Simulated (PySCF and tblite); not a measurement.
The numbers below are computed, except where a source is named.
Stationary points of C5H6N2SSe at GFN2-xTB, in Å:

Structure A

```
 1 C     3.311   -0.041    0.111
 2 C     2.045    0.354    0.058
 3 C     0.937   -0.549   -0.173
 4 N     1.095   -1.841   -0.353
 5 S    -0.339   -2.570   -0.586
 6 C    -1.164   -1.028   -0.427
 7 Se   -3.003   -0.781   -0.548
 8 C    -3.000    1.146   -0.258
 9 N    -0.330   -0.065   -0.211
10 H     4.113    0.655    0.285
11 H     3.570   -1.077   -0.021
12 H     1.756    1.387    0.187
13 H    -4.032    1.484   -0.299
14 H    -2.564    1.349    0.716
15 H    -2.408    1.613   -1.041
```

Structure B

```
 1 C     3.602   -0.584    0.091
 2 C     2.638   -0.048   -0.648
 3 C     1.238   -0.085   -0.283
 4 N     0.803   -0.654    0.819
 5 S    -0.808   -0.527    0.941
 6 C    -0.869    0.346   -0.592
 7 Se   -2.392    0.998   -1.420
 8 C    -3.669    0.389   -0.068
 9 N     0.313    0.485   -1.093
10 H     4.635   -0.540   -0.209
11 H     3.374   -1.080    1.018
12 H     2.837    0.456   -1.583
13 H    -4.658    0.695   -0.395
14 H    -3.620   -0.695    0.012
15 H    -3.431    0.852    0.887
```

Structure C

```
 1 C     3.464   -0.215    0.388
 2 C     2.383    0.257   -0.221
 3 C     1.092   -0.395   -0.170
 4 N     0.879   -1.517    0.486
 5 S    -0.663   -1.984    0.344
 6 C    -1.018   -0.577   -0.643
 7 Se   -2.717   -0.157   -1.363
 8 C    -3.333    0.887    0.179
 9 N     0.031    0.149   -0.814
10 H     4.411    0.293    0.330
11 H     3.422   -1.126    0.960
12 H     2.396    1.167   -0.802
13 H    -4.324    1.256   -0.067
14 H    -3.377    0.246    1.057
15 H    -2.648    1.716    0.336
```

Level: PBE0/pcSseg-1 + D3(BJ), IEF-PCM chloroform on GFN2-xTB stationary points, with GFN2-xTB thermal terms.

**Question.** Which structure is a saddle point, and along which motion?

**Answer.** C: one imaginary mode (58i cm⁻¹ at GFN2-xTB, mostly on C8, S5, Se7), along the rotation about the C6–Se7 bond (torsion S5–C6–Se7–C8 from 0° to 180°, rising).

**Question.** Give their symmetry and energies above the lowest.

**Answer.** A Cs, 0.0 kcal/mol; B Cs, 0.2 kcal/mol; C C1, 3.8 kcal/mol.

Spin–orbit effects of heavy atoms on shieldings are missing.
